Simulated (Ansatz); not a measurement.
`O=C1SB1S` → B• + C• + H• + O• + 2 S•  (atomization)

Computed with Ansatz on PBE0-D4/def2-TZVP structures; ΔE is electronic, products minus reactants. CCSD(T)/CBS adds triple-zeta CCSD(T) − MP2 to the extrapolated MP2 energy (def2 sets, frozen cores). This one scheme is used for every species, atoms too. DFT in def2-TZVPP. B3LYP here is the variant with VWN-RPA as its local correlation; programs differ in this. HSE06 is defined as in plane-wave codes. Open shells (•) are unrestricted, without spin–orbit coupling. Spin–orbit coupling would lower the free atoms: a little for B, C, O, S. One conformer a species, not always the lowest.

| level | ΔE (kJ/mol) | difference from CCSD(T)/CBS |
| --- | --- | --- |
| BLYP-D4 | 2513.4 | 70.1 |
| PBE0-D4 | 2504.6 | 61.3 |
| B3LYP-D4 | 2461.9 | 18.6 |
| HSE06-D4 | 2508.9 | 65.6 |
| ωB97X-V | 2458.8 | 15.5 |
| B2PLYP | 2443.1 | -0.2 |
| PBE-QIDH | 2458.2 | 14.9 |
| revPBE | 2489.7 | 46.4 |
| r2SCAN | 2520.3 | 77.0 |
| PBE0 | 2490.2 | 46.9 |
| r2SCAN0 | 2417.7 | -25.6 |
| BHLYP | 2286.2 | -157.1 |
| CAM-B3LYP | 2427.1 | -16.2 |
| CCSD(T)/def2-SVP | 2308.8 | -134.5 |
| CCSD/def2-TZVPP | 2277.7 | -165.6 |
| SCS-MP2/def2-QZVPP | 2479.2 | 35.9 |
| CCSD(T)/CBS | 2443.3 | 0 |

What do rigid-rotor, harmonic-oscillator terms from PBE0-D4/def2-TZVP frequencies (298.15 K, 1 bar) make of the CCSD(T)/CBS value? (An estimate is asked.)

The calculation gave: ΔZPE = -60.7 kJ/mol, ΔH = +2402.0 kJ/mol, ΔS = 602 J/(mol·K), ΔG = +2222.6 kJ/mol. Open shells count their whole term as degenerate.

Largest T1 diagnostic among the species: 0.020.

In def2-TZVPP, CCSD(T) changes the Hartree–Fock value by +759.1 kJ/mol (the triples alone add +88.3 kJ/mol) and MP2 by +890.0 kJ/mol; breaking electron pairs costs correlation energy, which Hartree–Fock lacks. From BLYP to BHLYP (50 % exact exchange), in def2-TZVPP and without D4, ΔE moves by −189.7 kJ/mol: exact exchange takes away binding that semilocal exchange gives to molecules. The D4 term adds +28.0 kJ/mol with B3LYP and +14.5 kJ/mol with PBE0; it sums over pairs of atoms, weighted by their polarisabilities, and B3LYP, whose exchange is more repulsive, gets the larger term.

For atomizations the MP2-based limit and the directly extrapolated one differ by several kJ/mol either way, and by 10 to 25 for some Ge, Se and Sn compounds, so smaller differences from it don't rank the levels.
